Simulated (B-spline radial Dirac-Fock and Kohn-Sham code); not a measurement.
# Relativistic shifts of the levels of Au³⁶⁺

System: Au³⁶⁺, [Kr] 4d7.

Both columns are ΔSCF binding energies of the configuration average from a radial B-spline solver: non-relativistic Hartree-Fock with a point nucleus, and Dirac-Fock with a finite nucleus and the Coulomb interaction alone, averaged over the two j levels with weights 2j+1.

| shell | Hartree-Fock (eV) | Dirac-Fock (eV) | shift (eV) | shift (%) |
| --- | --- | --- | --- | --- |
| 1s | 75094.8 | 82686.6 | +7591.86 | +10.11 |
| 2s | 13917.2 | 15955.4 | +2038.15 | +14.64 |
| 2p | 13415.2 | 14103.3 | +688.08 | +5.13 |
| 3s | 4435.7 | 4958.0 | +522.29 | +11.77 |
| 3p | 4202.5 | 4402.4 | +199.89 | +4.76 |
| 4s | 1947.3 | 2112.9 | +165.61 | +8.50 |
| 4p | 1839.6 | 1905.8 | +66.16 | +3.60 |
| 4d | 1653.7 | 1654.7 | +0.92 | +0.06 |

Relativity binds 1s, 2s, 2p, 3s, 3p, 4s, 4p, 4d more strongly, among those listed most of all 2s in relative terms.

Values without a named source are computed, but for edge energies of neutral atoms, which are taken from tables.
